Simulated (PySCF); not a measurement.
Computed IR spectrum (relative IR intensity) of a molecule C₆H₁₀. Geometry optimised at PBE-D3(BJ)/def2-SVP. Other conformers were not sampled. These are PBE-D3(BJ)/def2-SVP run with PySCF values and carry that method's errors. No scaling factor is applied to the harmonic values.

```json
[
 {"ν (cm⁻¹)": "86", "relative intensity": "2.8"},
 {"ν (cm⁻¹)": "151", "relative intensity": "7.9"},
 {"ν (cm⁻¹)": "286", "relative intensity": "6.7"},
 {"ν (cm⁻¹)": "415", "relative intensity": "10"},
 {"ν (cm⁻¹)": "760", "relative intensity": "10"},
 {"ν (cm⁻¹)": "914", "relative intensity": "3.8"},
 {"ν (cm⁻¹)": "1043", "relative intensity": "7.7"},
 {"ν (cm⁻¹)": "1144", "relative intensity": "15"},
 {"ν (cm⁻¹)": "1309", "relative intensity": "62"},
 {"ν (cm⁻¹)": "1341", "relative intensity": "4.3"},
 {"ν (cm⁻¹)": "1393", "relative intensity": "9.5"},
 {"ν (cm⁻¹)": "1416", "relative intensity": "24"},
 {"ν (cm⁻¹)": "1429", "relative intensity": "6.3"},
 {"ν (cm⁻¹)": "2951", "relative intensity": "100"},
 {"ν (cm⁻¹)": "2977", "relative intensity": "94"},
 {"ν (cm⁻¹)": "2989", "relative intensity": "28"},
 {"ν (cm⁻¹)": "3071", "relative intensity": "77"},
 {"ν (cm⁻¹)": "3074", "relative intensity": "58"}
]
```

Question: Identify the compound among the candidates.
A) CCC#CCC
B) C/C=C/C1CC1
C) C=C=C(C)CC
D) CCC1=CCC1

Answer: A, CCC#CCC
